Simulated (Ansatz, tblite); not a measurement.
Forces on ZrO3H2 at its PBE-D4/def2-TZVP geometry. The state is a singlet with charge 0.

In the def2 sets Zr takes a core potential; there is no spin–orbit coupling. The xTB rows come from tblite. The structure holds 1 bond(s) between oxygen atoms. In the singlet, H5 and H6 lie 0.78 Å apart (atoms count from 1), so H2 has formed as a molecule. Another isomer (singlet) lies 5.21 eV lower at PBE0-D4/def2-TZVP; other spin states weren't run for this one.

GFN1-xTB (tblite), largest force 3.05 eV/Å:

```xyz
6
positions Å, forces eV/Å
Zr    0.109   -0.251    0.084    2.875   -0.862    0.533
O     1.212   -1.363    1.287   -1.023    0.411   -2.427
O     1.357   -1.766   -0.139   -1.434    1.553    1.623
O     0.795    1.350   -0.300   -0.385   -0.726    0.168
H    -1.463    1.289   -0.515    0.155    0.100   -0.011
H    -2.009    0.741   -0.417   -0.189   -0.476    0.115
```

GFN2-xTB (tblite), largest force 2.46 eV/Å:

```
Zr 2.273 -0.807 0.459
O -0.783 0.728 -1.322
O -0.976 1.264 0.581
O -0.405 -1.208 0.301
H 1.317 1.483 -0.280
H -1.426 -1.460 0.262
```

PBE-D4/def2-TZVP (Ansatz), largest force 0.02 eV/Å:

```
Zr 0.005 -0.010 0.002
O 0.000 -0.006 -0.007
O -0.001 -0.001 0.010
O -0.005 0.015 -0.004
H -0.003 -0.003 -0.001
H 0.003 0.006 0.000
```
